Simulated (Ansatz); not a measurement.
TiCl₂O₂H₂⁺, that is Ti(OH)2Cl2 with one electron fewer. The state is a doublet with charge 1. Geometry r2SCAN-D4/def2-SVP, that of the neutral singlet; atoms count from 1.

Cartesian coordinates in Å:
```
Ti -0.2679 -0.1118 -0.2440
O 1.4542 0.0877 0.0307
H 2.3068 -0.0295 -0.4068
O -1.1309 0.4116 1.2041
H -0.8123 0.7611 2.0473
Cl -0.6870 -2.2372 -0.6566
Cl -0.8630 1.1181 -1.9747
```

**Question.** Estimate the Mulliken populations from the PBE0/def2-TZVP orbitals of Ansatz.

**Answer.** 
```json
{"atom": "Ti1", "charge (e)": "1.37", "spin (α − β)": "-0.18", "d electrons": "2.11"}
{"atom": "O2", "charge (e)": "-0.60", "spin (α − β)": "0.05", "d electrons": "–"}
{"atom": "H3", "charge (e)": "0.39", "spin (α − β)": "0.00", "d electrons": "–"}
{"atom": "O4", "charge (e)": "-0.57", "spin (α − β)": "0.09", "d electrons": "–"}
{"atom": "H5", "charge (e)": "0.39", "spin (α − β)": "0.00", "d electrons": "–"}
{"atom": "Cl6", "charge (e)": "0.01", "spin (α − β)": "0.52", "d electrons": "–"}
{"atom": "Cl7", "charge (e)": "0.01", "spin (α − β)": "0.52", "d electrons": "–"}
```
Mulliken values depend strongly on the basis.

**Question.** Where does the spin sit?

**Answer.** Summed by element: Ti -0.18, O 0.14, H 0.00, Cl 1.04, of 1 unpaired in all. Largest on single atoms: Cl6 0.52, Cl7 0.52, Ti1 -0.18.

**Question.** And the Mayer bond orders between heavy atoms (over 0.3)?

**Answer.** Ti1–O2 1.22 (1.76 Å); Ti1–O4 1.21 (1.77 Å); Ti1–Cl6 0.91 (2.21 Å); Ti1–Cl7 0.91 (2.21 Å).
